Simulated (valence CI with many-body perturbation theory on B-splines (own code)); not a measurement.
The numbers below are computed, except where a source is named.
# Se19+: magnetic and hyperfine properties of the levels

Method: relativistic CI+MBPT: five valence electrons over a frozen Dirac-Fock core [Ne], radial functions for each j: 11 s, 11 p, 10 d, 8 f, 5 g, 2 h, with the one-electron correlation potential Σ1, the two-electron term Σ2, the three-electron term Σ3, Breit, model QED; selected CI, second order for the rest, scaled by the run's own slope (own B-spline code, finite nucleus).

No measured spectrum was set against this ion. As an estimate, levels of excited configurations hold to 0.05 to 0.15 % of their energy, terms of the ground configuration to about 0.5 %. Among the levels kept, up to 3400 cm⁻¹ of a level comes from second order outside the variational space, and about a tenth of that is noise between levels of different J, which matters for small intervals.

A/g_I is the dipole constant over the nuclear g factor μ/I (μ in nuclear magnetons, uniformly magnetised nucleus), B/Q the quadrupole constant per barn. Both hold the static response of the core; the bare values leave it out. Large factors of s and p1/2 electrons are usually good to 5 to 10 %; those of open d and f shells near neutrality can be off by tens of per cent, and small factors of p3/2, d and f electrons come from cancelling terms and can be off by a factor of two or in sign, in half-filled shells by more. B is blank for J = 1/2, where it vanishes, and for nearly pure S terms. Energies count from the lowest level.

Names give the largest LS component (configuration and term), which can be under half, so a name can repeat, a term be missing and a line seem to break the LS rules; names also repeat where a configuration has a term twice. Letters in brackets count levels of one name in rising energy.

```
                Level  E (cm⁻¹)      g  A/g_I (MHz)  A/g_I bare  B/Q (MHz/b)  B/Q bare
      3s2.3p3 4S°_3/2         0  1.821         5520        6030         5670      5490
      3s2.3p3 2D°_3/2     65144  1.067         8330        8210        19900     19300
      3s2.3p3 2D°_5/2     88315  1.198        23800       23200        -93.5     -88.4
      3s2.3p3 2P°_1/2    130770  0.663        68000       65200                       
      3s2.3p3 2P°_3/2    175300  1.243        13500       13300       -25700    -24800
        3s.3p4 4P_5/2    458250  1.573        50200       48700        17200     16700
        3s.3p4 4P_3/2    497660  1.682        35100       34500       -16800    -16300
        3s.3p4 4P_1/2    508580  2.608       115000      111000                       
        3s.3p4 2D_3/2    569580  0.905        -5360       -4850       -25100    -24300
        3s.3p4 2D_5/2    586240  1.223        55500       53400       -39400    -38100
3s2.3p2.3d 2P_3/2 [a]    642880  1.219         4260        4740         4610      4540
        3s.3p4 2S_1/2    650750  1.248        65500       63000                       
    3s2.3p2.3d 4F_3/2    662090  0.547         6780        6710          415       651
    3s2.3p2.3d 4F_5/2    677520  1.105         3480        3790         8960      9010
    3s2.3p2.3d 2F_5/2    700810  0.947        18200       17800        -7230     -6840
3s2.3p2.3d 4D_1/2 [a]    703930  0.939        95700       91800                       
    3s2.3p2.3d 4F_7/2    705520  1.244         5530        5790         5090      5310
3s2.3p2.3d 2F_7/2 [a]    718460  1.247         8990        9140        12300     12100
    3s2.3p2.3d 4D_3/2    722840  1.129        10400       10500        -9860     -9570
3s2.3p2.3d 4D_1/2 [b]    728700  0.543        53900       51400                       
    3s2.3p2.3d 4F_9/2    729810  1.299        10400       10500        -8980     -8250
    3s2.3p2.3d 4D_5/2    740650  1.214        11100       11100        -8320     -7950
    3s2.3p2.3d 4D_7/2    778730  1.229         9090        9190        11300     11100
        3s.3p4 2P_3/2    798820  1.240        -5220       -4400         7510      7350
    3s2.3p2.3d 2G_7/2    803570  0.979        12300       12100        29800     29200
    3s2.3p2.3d 4P_5/2    811030  1.534         5170        5670         1550      1540
    3s2.3p2.3d 2G_9/2    821330  1.143         9600        9580        41300     40400
    3s2.3p2.3d 4P_3/2    822050  1.533         9220        9620        -4290     -4280
    3s2.3p2.3d 4P_1/2    827480  2.211        49100       47900                       
3s2.3p2.3d 2D_3/2 [a]    842830  0.992        10900       10900         6440      6350
3s2.3p2.3d 2P_1/2 [a]    854690  1.055          324         320                       
3s2.3p2.3d 2D_5/2 [a]    872430  1.190        12500       12400        -3070     -2800
3s2.3p2.3d 2D_3/2 [b]    890470  0.906        10500       10300        -5150     -5110
3s2.3p2.3d 2D_5/2 [b]    898610  1.074         4030        4230        17500     17200
3s2.3p2.3d 2P_1/2 [b]    899960  0.882       -12100      -11500                       
3s2.3p2.3d 2D_5/2 [c]    908880  1.133        10900       10900        17400     17000
3s2.3p2.3d 2F_7/2 [b]    928810  1.135        11600       11500        -4340     -3870
3s2.3p2.3d 2P_3/2 [b]    938180  1.266         5990        6350        -7400     -7140
    3s2.3p2.3d 2S_1/2    944490  1.841        55200       53700                       
3s2.3p2.3d 2D_3/2 [c]    978120  0.829         7580        7640         8580      8500
```

Q: Take the isotope of mass number 79, with I = 7/2, μ = -1.018 μN and Q = 0.8 b. What is the hyperfine structure of 3s2.3p3 2P°_1/2?

A: From the table A = -19800 MHz. Shifts from the centre of gravity in MHz: F = 3: 44600, F = 4: -34600.
